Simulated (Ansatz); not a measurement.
## Ligand exchange: AuBr + C2H7AlS → AuSH + C2H6AlBr

Gas-phase species: AuBr (bromogold), singlet; C2H7AlS `C[CH2][AlH][SH]`, singlet; AuSH `[SH][Au]`, singlet; C2H6AlBr `C[CH2][AlH][Br]`, singlet. The partners trade Br for SH: Au–Br and Al–SH bonds give way to Au–SH and Al–Br.

Shapes, held fixed at every level: PBE0-D4/def2-TZVP. Flexible molecules stand in one conformer, not always the lowest. Programs: Ansatz 0.2.0. The zero-point and thermal change to 298 K, harmonic and unscaled (PBE0-D4/def2-TZVP), is -1.4 kJ/mol.

| level | kind | ΔH(298 K) (kJ/mol) | less CCSD(T)/def2-TZVPP |
| --- | --- | --- | --- |
| HF/def2-SVP | Hartree–Fock | -7.8 | +27.6 |
| HF/def2-TZVPP | Hartree–Fock | -8.8 | +26.6 |
| SPW92/def2-TZVPP | LDA | -44.7 | -9.3 |
| r2SCAN-D4/def2-TZVPP | meta-GGA | -39.9 | -4.5 |
| B3LYP-D4/def2-TZVPP | global hybrid | -33.0 | +2.4 |
| r2SCAN0-D4/def2-TZVPP | global hybrid | -34.8 | +0.6 |
| B2PLYP/def2-TZVPP | double hybrid | -36.8 | -1.4 |
| CCSD(T)/def2-TZVPP | coupled cluster or CI | -35.4 | 0.0 |

The highest level, CCSD(T)/def2-TZVPP, gives ΔH(298 K) = -35.4 kJ/mol; the levels span -44.7 to -7.8. The column of differences is taken from that level and isn't an error. No measured value is set beside it here. For atoms past krypton def2 sets carry core potentials with scalar relativity. Relativity is left out for Br. Outer-core shells of Au, Br are correlated, in sets that cover them unevenly.
